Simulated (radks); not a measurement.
Q: All-electron atom: neutral chlorine in [Ne] 3s2 3p5 (the NIST ground configuration). Calculated with a radial shooting solver on a logarithmic mesh with Libxc functionals: scalar-relativistic Kohn-Sham, PBE, spin-polarised, spherical densities, finite nucleus; open shells are filled with parallel spins first; Fermi nuclear charge, rms radius 3.3654 fm. Some entries of the table are withheld. Estimate them.

orbital  occ.  eigenvalue (hartree)  <r^2> (bohr^2)
1s up       1             -101.1097         0.01114
1s down     1             -101.1039         0.01114
2s up       1              -9.28759          0.2345
2s down     1              -9.28233          0.2344
2p up       3              -7.04452             (1)
2p down     3              -7.03701             (2)
3s up       1                   (3)           2.733
3s down     1                   (4)           2.760
3p up       3              -0.33061           4.037
3p down     2              -0.29838           4.187

A: 
(1) 2p up <r^2> (bohr^2): 0.2064
(2) 2p down <r^2> (bohr^2): 0.2063
(3) 3s up eigenvalue (hartree): -0.77669
(4) 3s down eigenvalue (hartree): -0.74109
